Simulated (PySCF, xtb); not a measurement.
Dissociation curve of SMILES [CH3][GeH3]. The C1–Ge5 bond (C1 also carries H, H, H; Ge5 carries H, H, H) is pulled apart rigidly from the PBE0/def2-TZVP optimised geometry.

Methods: UCCSD = CCSD on UHF/cc-pVDZ, 10 core orbitals frozen (PySCF); RHF/cc-pVDZ (PySCF); RHF/6-31G* = restricted Hartree-Fock/6-31G*, spherical d run with PySCF; GFN1-xTB (xtb); RKS-wB97X-V = restricted wB97X-V/cc-pVDZ (PySCF).

Energies are in mEh, each relative to the lowest point of its own curve near equilibrium.

```
R / Å  UCCSD    RHF  RHF/6-31G*  GFN1-xTB  RKS-wB97X-V
-----  -----  -----  ----------  --------  -----------
1.46   185.7  190.3       190.8     231.1        178.8
1.55   106.5  109.2       109.8     121.1        101.7
1.64    55.9   57.3        57.8      58.3         52.7
1.75    20.5   20.9        21.2      19.0         18.7
1.85     5.0    5.1         5.2       3.9          4.2
1.90     1.5    1.4         1.5       [?]          [?]
1.95     0.0    0.0         0.0       0.0          0.0
2.01     0.5    [?]         0.5       1.0          0.9
2.07     2.8    3.1         3.0       3.8          3.6
2.12     5.8    6.3         6.2       7.0          7.0
2.27    19.0   20.4        20.4      20.5         21.1
2.40    33.1   35.7        35.8      34.5         36.1
2.64    60.9   66.3        66.8      61.4         65.9
2.90    89.5   98.9        99.9      87.8         97.0
3.20   113.7  132.8       134.2     111.6        129.0
3.54   127.1  165.8       167.4     130.2        159.3
3.93   132.2  196.8       198.6     143.7        187.5
4.25   133.7  217.7       219.4     151.0        206.1
4.75     [?]  243.3       245.0     158.2        228.5
5.26     [?]  261.9       263.7       [?]        244.7
5.89   135.0  276.9       279.0         —        257.9
6.81   135.0  288.9       291.9         —        268.9
```

What belongs in the gaps?


- 1.90, GFN1-xTB: 0.9
- 1.90, RKS-wB97X-V: 1.1
- 2.01, RHF: 0.6
- 4.75, UCCSD: 134.5
- 5.26, UCCSD: 134.9
- 5.26, GFN1-xTB: 162.5

A dash means that the run gave no value there, or that the column was ended at a point which the program doubted or which failed a test of continuity chosen for this set; such a test can also cut sound points.

The unrestricted determinant behind UCCSD is spin-contaminated at 2.64 to 6.81 Å (<S²> up to 1.0, against 0.00 for a pure singlet). The restricted form behind RHF, RHF/6-31G*, RKS-wB97X-V keeps the bonding electrons paired and can't separate into open-shell fragments.
